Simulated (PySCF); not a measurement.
From computed data to an observable: chemical shift, span and skew from a shielding tensor

B(Br)(vinyl)(NH2) (C₂H₅BBrN), SMILES C=CB(N)Br. Atoms are numbered in the order given.

```xyz
10

B     -0.5233     0.2349    -0.3237
Br     0.9936     0.0427     0.8784
C     -0.5693    -0.6369    -1.6148
C     -1.7098    -1.0597    -2.1765
H      0.3772    -0.9649    -2.0607
H     -1.7245    -1.6979    -3.0662
H     -2.6897    -0.8028    -1.7570
N     -1.5193     1.1389     0.0282
H     -1.5053     1.6715     0.8876
H     -2.3063     1.3322    -0.5778
```

The structure is a stationary point at PBE0-D3(BJ)/def2-SVP. This is a generated structure with no PubChem entry under its InChIKey; it may be hypothetical. Other conformers were not sampled.

GIAO shieldings from PBE/pcSseg-1 run with PySCF, non-relativistic, no solvent. The symmetric part of the tensor of C3 has the principal values -81.8, 27.0, 155.2 ppm. The same nucleus in TMS has σ = 182.0 ppm at this level (PySCF, at its B3LYP-D3(BJ)/def2-TZVP geometry). Without spin–orbit terms, shifts of atoms bonded to Cl or Br come out too high.

Work out the isotropic shielding, the ¹³C shift against TMS, the span and the skew.


σ(iso) = (σ11 + σ22 + σ33)/3 = 33.5 ppm. δ = σ(ref) − σ(iso) = 182.0 − (33.5) = 148.5 ppm.
Span Ω = σ33 − σ11 = 237.0 ppm. Skew κ = 3(σ(iso) − σ22)/Ω = 0.08. Tumbling in solution averages the tensor to δ; in a static solid the shielding alone would spread this spin-1/2 line over Ω.
